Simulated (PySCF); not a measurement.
Working out the ionisation energy of Zn⁺

Zn⁺ [Ar] 3d10 4s1 (2S) → Zn²⁺ [Ar] 3d10 (1S). Calculation: PySCF 2.14, in aug-cc-pVDZ-PP with ECP10MDF (5s5p4d2f, 54 functions); scalar relativity through the core potential. Frozen: 3s2 3p6. Energies in hartree (1 hartree = 27.21139 eV):

```json
{"part": "UHF", "Zn⁺ (lower)": "-225.663229", "Zn²⁺ (upper)": "-225.045793"}
{"part": "CCSD correlation", "Zn⁺ (lower)": "-0.380708", "Zn²⁺ (upper)": "-0.352168"}
{"part": "(T)", "Zn⁺ (lower)": "-0.009339", "Zn²⁺ (upper)": "-0.007155"}
```

Problem. What does Hartree-Fock give?

Solution. (-225.045793) − (-225.663229) = 0.617436 hartree = 16.801 eV.

Problem. What do CCSD and CCSD(T) give?

Solution. The CCSD correlation energies differ by 0.028540 hartree = 0.777 eV and the triples by 0.002184 hartree = 0.059 eV, so CCSD gives 17.578 eV and CCSD(T) 17.637 eV.

Measured between the centres of the two terms (NIST): 17.964 eV, so CCSD(T) (valence) is off by -0.327 eV.

A double-zeta basis recovers only part of the correlation energy.

What remains against the reference includes basis incompleteness, the frozen core and higher excitations.
